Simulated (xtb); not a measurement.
alpha-methylstyrene (C$_{9}$H$_{10}$), singlet, geometry from GFN2-xTB. Base run: GFN0-xTB (xtb).

Input for xtb:
```
$ xtb mol.xyz --gfn 0 --json

# file mol.xyz
19

C     -2.04529192    -0.76514710     1.50535577
C     -1.62293449    -0.27980810     0.34276531
C     -2.58312630     0.06711092    -0.75821084
C     -0.19272972    -0.04530204     0.07894888
C      0.23293136     1.05096743    -0.66870218
C      1.57784279     1.26611181    -0.90654907
C      2.52441816     0.38456886    -0.41339338
C      2.11474204    -0.71496926     0.32202440
C      0.77112148    -0.92696109     0.56608528
H     -3.09038935    -0.94166633     1.69710561
H     -1.37041645    -0.98194572     2.31531722
H     -2.71603346     1.14692363    -0.82175712
H     -2.20730797    -0.28319761    -1.71798005
H     -3.55546845    -0.38154103    -0.57135313
H     -0.49040908     1.75400632    -1.05365762
H      1.88894961     2.12646259    -1.48171981
H      3.57443213     0.55118929    -0.60401463
H      2.84630444    -1.41267207     0.70369910
H      0.45849803    -1.79698738     1.12441544
```

Variants of this job, named by their change:

```tsv
change	ΔE vs base (kcal/mol)	HOMO-LUMO gap (eV)
base	0.000	3.65
etemp = 3000	-0.025	3.65
etemp = 10	0.000	3.65
acc = 0.1	0.000	3.65
```
